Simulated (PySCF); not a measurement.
This PySCF input asks for the NMR shieldings of SMILES O[C@@H]1C=C[C@H](Cl)[C@H]1[SiH3], C5H9ClOSi; the geometry comes from GFN2-xTB.

```python
import basis_set_exchange as bse
import numpy as np
from pyscf import gto, dft
from pyscf.prop import nmr

atoms = """
O     0.178268    2.215603   -0.822222
C    -0.161720    0.854866   -0.826293
C    -1.641388    0.573831   -0.741502
C    -1.910762   -0.413466    0.095643
C    -0.667704   -0.957792    0.721659
Cl   -0.857274   -1.141729    2.497349
C     0.422688    0.058269    0.366408
Si    2.138250   -0.704764    0.047828
H    -0.179537    2.623442   -0.024343
H     0.226603    0.482896   -1.783193
H    -2.347752    1.133690   -1.328585
H    -2.878670   -0.820694    0.328719
H    -0.446813   -1.964719    0.356168
H     0.494588    0.765624    1.199896
H     3.075261    0.364653   -0.281141
H     2.556281   -1.416888    1.254254
H     1.992682   -1.640791   -1.070554
"""
names = dict.fromkeys(["O", "C", "Cl", "Si", "H"], "pcSseg-1")
basis = {el: gto.basis.parse(bse.get_basis(n, elements=[el], fmt="nwchem")) for el, n in names.items()}
mol = gto.M(atom=atoms, basis=basis, charge=0, verbose=0)
mf = dft.RKS(mol, xc="PBE0")
mf.grids.level = 2
mf.grids.alignment = dft.numint.BLKSIZE   # the property module wants whole blocks of grid points
mf.conv_tol = 1e-9
mf.kernel()

calc = nmr.RKS(mf)   # GIAO
C = mf.mo_coeff
Co = C[:, mf.mo_occ > 0]
resp = mf.gen_response(singlet=True, hermi=2)
def vind(x):   # induced exchange potential for any number of trial vectors
    d = np.einsum("pi,xij,qj->xpq", C, 2 * x.reshape(-1, C.shape[1], Co.shape[1]), Co, optimize=True)
    return np.einsum("xpq,pi,qj->xij", resp(d - d.transpose(0, 2, 1)), C, Co, optimize=True).ravel()
mo1, _ = nmr.rhf.solve_mo1(calc, with_cphf=vind)
sigma = calc.kernel(mo1)
for i, s in enumerate(sigma):   # ppm
    print("%2d %-2s %9.2f" % (i, mol.atom_pure_symbol(i), np.trace(s) / 3))
```

**Question.** Give the expected output.

**Answer.** 
```
 0 O     251.84
 1 C     101.06
 2 C      40.59
 3 C      42.50
 4 C     117.64
 5 Cl    727.44
 6 C     140.59
 7 Si    419.14
 8 H      31.12
 9 H      27.07
10 H      25.46
11 H      25.59
12 H      27.22
13 H      30.59
14 H      27.50
15 H      27.45
16 H      27.97
```

These numbers come from an equivalent density-fitted implementation of the same equations, which agrees with the script to about 0.01 ppm for H and up to a few tenths of a ppm for heavy atoms, so last digits may differ.

**Question.** Turn these shieldings into chemical shifts. Chemical shifts δ = σref − σ; ¹⁷O (336.08 ppm) vs H2O; ¹³C (186.93 ppm) and ²⁹Si (349.16 ppm) and ¹H (31.72 ppm) against TMS; ³⁵Cl (949.78 ppm) against HCl, all at this level.

**Answer.** Averaging equivalent atoms: O 0: 84.2; C 2: 146.3; C 3: 144.4; C 1: 85.9; C 4: 69.3; C 6: 46.3; Cl 5: 222; Si 7: -70.0; H 10: 6.26; H 11: 6.13; H 9: 4.64; H 12: 4.50; H 14/15/16: 4.08; H 13: 1.13; H 8: 0.59 ppm. Experimental scales use liquid or dissolved standards, which lie at an offset from isolated H2O (liquid H2O: subtract about 36 ppm).

Size and cost of the density-fitted run: 195 basis functions, 73 s wall time on 1 thread of an Arm Neoverse N1, shared host; peak memory 0.87 GiB.
